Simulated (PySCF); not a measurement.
CF3, SMILES F[C](F)F, multiplicity 2. The structure is a stationary point at PBE-D3(BJ)/def2-TZVP. The isomer is the one that the SMILES or the coordinates give; other isomers of the formula were not compared.

### Question
Give the equilibrium geometry at PBE-D3(BJ)/def2-TZVP (PySCF confirms it by a frequency run) as Cartesian coordinates in Å, and its point group. (An estimate is asked for; the answer gives what the named calculation found.)

### Answer
point group C3v.
```xyz
4

F     -1.0996    -0.6349    -0.0733
C      0.0000     0.0000     0.3299
F      1.0996    -0.6349    -0.0733
F      0.0000     1.2697    -0.0733
```
Charge 0, spin multiplicity 2.
